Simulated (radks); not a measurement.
The numbers below are computed, except where a source is named.
How relativity changes the ionisation of the cerium ion Ce2+ ([Xe] 4f2) to Ce3+ ([Xe] 4f1). Spin-unpolarised spherical Kohn-Sham, BLYP, point nucleus unless stated (finite: rms radius 4.8771 fm), a radial shooting solver on a logarithmic mesh with Libxc functionals. A level marked "c x" has the speed of light scaled by that factor and shares open shells by 2j + 1; other Dirac levels either fill j = l - 1/2 first or share by 2j + 1.

[
 {"level": "non-rel.", "E(Ce2+) (hartree)": "-8569.4345", "E(Ce3+) (hartree)": "-8568.5768", "IE (eV)": "23.339", "HOMO": "4f", "<r> HOMO (bohr)": "1.130"},
 {"level": "scalar-rel.", "E(Ce2+) (hartree)": "-8860.6197", "E(Ce3+) (hartree)": "-8859.8704", "IE (eV)": "20.391", "HOMO": "4f", "<r> HOMO (bohr)": "1.228"},
 {"level": "scalar-rel., finite nucleus", "E(Ce2+) (hartree)": "-8860.2008", "E(Ce3+) (hartree)": "-8859.4514", "IE (eV)": "20.392", "HOMO": "4f", "<r> HOMO (bohr)": "1.228"},
 {"level": "Dirac, 2j+1 shares", "E(Ce2+) (hartree)": "-8865.3485", "E(Ce3+) (hartree)": "-8864.6011", "IE (eV)": "20.339", "HOMO": "4f7/2", "<r> HOMO (bohr)": "1.237"},
 {"level": "Dirac, low j first", "E(Ce2+) (hartree)": "-8865.3606", "E(Ce3+) (hartree)": "-8864.6083", "IE (eV)": "20.473", "HOMO": "4f5/2", "<r> HOMO (bohr)": "1.222"},
 {"level": "Dirac, 2j+1 shares, finite nucleus", "E(Ce2+) (hartree)": "-8864.9277", "E(Ce3+) (hartree)": "-8864.1802", "IE (eV)": "20.340", "HOMO": "4f7/2", "<r> HOMO (bohr)": "1.237"},
 {"level": "Dirac, c x 0.85", "E(Ce2+) (hartree)": "-8995.1381", "E(Ce3+) (hartree)": "-8994.4312", "IE (eV)": "19.237", "HOMO": "4f7/2", "<r> HOMO (bohr)": "1.291"},
 {"level": "Dirac, c x 2", "E(Ce2+) (hartree)": "-8638.4894", "E(Ce3+) (hartree)": "-8637.6598", "IE (eV)": "22.574", "HOMO": "4f7/2", "<r> HOMO (bohr)": "1.153"},
 {"level": "Dirac, c x 10", "E(Ce2+) (hartree)": "-8572.1407", "E(Ce3+) (hartree)": "-8571.2842", "IE (eV)": "23.308", "HOMO": "4f7/2", "<r> HOMO (bohr)": "1.130"}
]

NIST Atomic Spectra Database: 20.197 eV (semi-empirical). The relativistic part of the total energy of Ce2+ is -295.5 hartree (Dirac, 2j+1 shares, finite nucleus), 3.4 % of the non-relativistic value. Spin polarisation and multiplet splitting of open shells are left out at every level.

Beside tabulated values, note that relativity, absent from the non-relativistic runs, is large for the heavy elements, and spin-unpolarised runs miss the spin-polarisation part of the exchange energy of open shells.
